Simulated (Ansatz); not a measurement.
Ag3. Charge 0, multiplicity 2. Geometry B3LYP-D4/def2-TZVP, that of the charge +1 singlet; atoms count from 1.

Cartesian coordinates in Å:
```
Ag 0.992 0.427 -1.149
Ag 0.461 0.072 1.506
Ag -1.452 -0.499 -0.357
```

In the def2 sets Ag takes a core potential; there is no spin–orbit coupling. The structure comes from a short search, and lower isomers may exist.

(1) Estimate the Mulliken populations from the PBE0/def2-TZVP orbitals of Ansatz.

(2) Where does the spin sit?

(3) And the Mayer bond orders between bonded heavy atoms (over 0.3)?

## Answers

(1) 
```json
{"atom": "Ag1", "charge (e)": "0.11", "spin (α − β)": "0.07", "d electrons": "9.95"}
{"atom": "Ag2", "charge (e)": "-0.06", "spin (α − β)": "0.47", "d electrons": "9.93"}
{"atom": "Ag3", "charge (e)": "-0.06", "spin (α − β)": "0.47", "d electrons": "9.93"}
```
Mulliken values and Mayer orders depend strongly on the basis.

(2) Summed by element: Ag 1.00, of 1 unpaired in all. Largest on single atoms: Ag2 0.47, Ag3 0.47, Ag1 0.07.

(3) Ag1–Ag2 0.63 (2.73 Å); Ag1–Ag3 0.63 (2.73 Å); Ag2–Ag3 0.52 (2.73 Å).
